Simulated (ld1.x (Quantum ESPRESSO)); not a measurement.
## Building the PAW potential for tungsten (W) (PBE, scalar-relativistic).

W, PAW, made with ld1.x (Quantum ESPRESSO) 7.5 (PBE, scalar-relativistic). Core [Kr] 4d10, reference 4f13.5 5s2 5p6 5d4.5 6s2 6p0. Waves: 5s (bound): rcut 1.35, rcutus 1.65 bohr; 6s (bound): rcut 1.35, rcutus 1.65 bohr; 5p (bound): rcut 1.60, rcutus 1.65 bohr; 6p (bound, empty): rcut 1.60, rcutus 1.65 bohr; 5d (bound): rcut 1.55, rcutus 2.00 bohr; 5d channel at 2.75 Ry: rcut 1.55, rcutus 2.00 bohr; 4f (bound): rcut 0.95, rcutus 1.25 bohr; 4f channel at -0.85 Ry: rcut 0.95, rcutus 1.25 bohr. Local part: all-electron potential smoothed inside 1.85 bohr (lloc = -1). Core correction: Bessel-smoothed model core, default radius (core density twice the valence density). Augmentation charge: PSQ, inside the norm-conserving radii.

All-electron outer shells of the reference configuration (PBE, scalar-relativistic, ld1.x):

```tsv
shell	level (eV)	outermost node (bohr)	outermost maximum (bohr)
4p	-428.76	0.24	0.44
4d	-243.30	0.22	0.45
5s	-81.07	0.53	0.96
5p	-44.68	0.57	1.09
4f	-37.63	–	0.43
6s	-5.77	1.27	2.64
5d	-4.99	0.63	1.47
6p	-1.34	1.52	3.70
```

Does the generator finish with these settings?

Yes, a potential is produced and its reference levels are reproduced.

Is the overlap operator S = 1 + Σ q|β⟩⟨β| positive definite (Bessel basis up to 400 Ry)?

No: its lowest eigenvalue is -137.780, in the d channel, so the generalised eigenproblem breaks down once the basis is large enough.

Test run stopped at test 1 of 7 (negative rho).

The ghost test of this file was not conclusive. Its overlap operator is not positive definite in a basis up to 400 Ry (lowest eigenvalue s -0.08, p -1.21, d -137.78), so the file is unfit for use: the generalised eigenproblem breaks down once the basis is large enough, and its test numbers describe a broken file.
